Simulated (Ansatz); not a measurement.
Frontier orbitals of C₂H₂AlFO (`[OH][Al]1[CH]=[C]1F`).

| atom | x (Å) | y (Å) | z (Å) |
| --- | --- | --- | --- |
| O1 | -1.357 | -1.480 | 1.269 |
| Al2 | -0.412 | -0.456 | 0.334 |
| C3 | 0.304 | 0.214 | -1.240 |
| C4 | 0.756 | 0.894 | -0.148 |
| F5 | 1.605 | 1.918 | -0.148 |
| H6 | -1.446 | -1.470 | 2.219 |
| H7 | 0.549 | 0.381 | -2.286 |

Charge 0, multiplicity 1. All single points use the PBE0-D4/def2-TZVP geometry. It is one conformer, not always the lowest. Basis def2-TZVPP, Ansatz.

| functional | HOMO (eV) | LUMO (eV) | gap (eV) |
| --- | --- | --- | --- |
| PBE | -6.05 | -1.91 | 4.14 |
| B97M-V | -6.40 | -1.72 | 4.68 |
| PBE0 | -7.36 | -1.09 | 6.27 |
| B3LYP | -7.16 | -1.39 | 5.77 |
| r2SCANh | -6.79 | -1.23 | 5.56 |
| ωB97X-V | -9.73 | 0.86 | 10.59 |
| ωB97M-V | -9.58 | 0.54 | 10.12 |

From PBE to PBE0 the HOMO moves by −1.31 eV and the LUMO by +0.82 eV, and with ωB97M-V by −3.53 and +2.45 eV, so the gap grows from 4.14 to 10.12 eV with exact exchange. A positive LUMO is unbound and depends on the basis.

B3LYP here is the variant with VWN-RPA as its local correlation; programs differ in this.
